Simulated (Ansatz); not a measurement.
`C#[C][SnH3]` + `N=CO` → `C#C/N=C/O` + `[SnH4]`  (substitution at a C–Sn bond)

Computed with Ansatz on PBE0-D4/def2-TZVP structures; ΔE is electronic, products minus reactants. CCSD(T)/CBS is the MP2 limit (def2-TZVPP, def2-QZVPP) plus CCSD(T) − MP2 in def2-TZVPP, frozen cores. This one scheme is used for every species. Functionals use def2-TZVPP. Elements past krypton have def2 core potentials. For Sn outer-core shells are correlated without core-valence functions, which leaves a few kJ/mol of doubt a bond. One conformer a species, not always the lowest.

`C#[C][SnH3]`:

```xyz
7

C     0.751    0.374   -1.952
C     0.324    0.162   -0.844
Sn   -0.411   -0.205    1.069
H     1.127    0.562   -2.931
H    -1.965   -0.880    0.915
H     0.648   -1.289    1.841
H    -0.474    1.277    1.901
```

`N=CO`:

```xyz
6

N     0.437   -0.902    0.267
C     0.104    0.222   -0.189
O    -1.049    0.811    0.143
H     1.340   -1.193   -0.092
H     0.667    0.850   -0.883
H    -1.500    0.211    0.754
```

`C#C/N=C/O`:

```xyz
8

C    -1.461    0.452    1.751
C    -0.877    0.095    0.760
N    -0.321   -0.354   -0.362
C     0.869   -0.043   -0.669
O     1.436   -0.481   -1.782
H    -1.967    0.773    2.629
H     1.534    0.590   -0.082
H     0.786   -1.032   -2.244
```

`[SnH4]`:

```xyz
5

Sn    0.000    0.000    0.000
H    -1.442   -0.801    0.427
H     1.320   -0.759    0.765
H    -0.086    1.627    0.497
H     0.208   -0.068   -1.690
```

CCSD(T)/CBS gives +17.2 kcal/mol.

Problem. Another level gave +9.4 kcal/mol. Which?
A. BLYP-D4/def2-TZVPP
B. PBE-D4/def2-TZVPP
C. CAM-B3LYP-D4/def2-TZVPP
D. MP2/def2-TZVPP

Solution. A. BLYP-D4 9.4, CAM-B3LYP-D4 11.4, PBE-D4 8.1, MP2/def2-TZVPP 16.9 kcal/mol.

Largest T1 diagnostic among the species: 0.015.

From BLYP to BHLYP (50 % exact exchange), in def2-TZVPP and without D4, ΔE moves by +2.8 kcal/mol. Leaving LDA and LC-ωPBE aside and taking each functional with its dispersion term where it has one, the values, not all of them listed here, spread over 5.9 kcal/mol, from PBE-D4 to ωB97M-V. LDA lies −4.6 kcal/mol from PBE without D4. In def2-TZVPP, CCSD(T) changes the Hartree–Fock value by +1.2 kcal/mol (the triples alone add −0.3 kcal/mol) and MP2 by +1.5 kcal/mol.
